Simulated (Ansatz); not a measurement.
The cluster Ag₄O₃⁻, relaxed as a doublet with UKS PBE-D4/def2-SVPD in Ansatz, starting from the GFN2-xTB geometry. Force threshold 0.02 eV/Å.

In the def2 sets Ag takes a core potential; there is no spin–orbit coupling. Another isomer (doublet) lies 0.76 eV lower at PBE0-D4/def2-TZVPD; other spin states weren't run for this one.

Start:

Cartesian coordinates in Å:
```
Ag -1.7764 0.6844 0.4542
Ag 0.2707 -0.8514 -0.3059
Ag 1.5657 -2.8575 -1.1261
Ag 0.6689 1.5951 0.4245
O -1.6739 -1.1337 -0.1451
O -0.9551 2.4930 0.9254
O 1.9001 0.0701 -0.2270
```

```
step  energy (eV)  largest force component (eV/Å)  SCF passes
   1  -22127.4579                           2.185         135
   2  -22128.0120                           0.953          68
   3  -22128.1733                           0.572          56
   4  -22128.3117                           0.468          41
   5  -22128.4802                           0.410          40
   6  -22128.6095                           0.246          39
   7  -22128.6354                           0.129          41
   8  -22128.6450                           0.136          43
   9  -22128.6749                           0.379          50
  10  -22128.7261                           0.355          44
  11  -22128.7725                           0.220          45
  12  -22128.8014                           0.152          44
  13  -22128.8151                           0.187          50
  14  -22128.8285                           0.172          52
  15  -22128.8456                           0.162          54
  16  -22128.8554                           0.114          50
  17  -22128.8574                           0.075          43
  18  -22128.8603                           0.023          36
  19  -22128.8606                           0.005          38
```

Force components are those of the run's own axes.

End:

```xyz
7

Ag   -1.677    0.645    0.763
Ag   -0.383   -1.070   -0.993
Ag    2.170   -1.493    0.314
Ag    0.976    1.144    0.126
O    -2.338   -1.018   -0.235
O    -0.403    2.135    1.358
O     1.655   -0.343   -1.332
```

Bonds formed: Ag3–O7 (atoms count from 1). Metal–metal contacts that move far: Ag3–Ag4 4.80 to 2.90 Å.

No frequencies were taken in this run, so the end may be a saddle point.

Hardware: 4 threads of Arm Neoverse V1 on a shared host. Wall time 2.3 min, peak host memory 0.65 GiB.
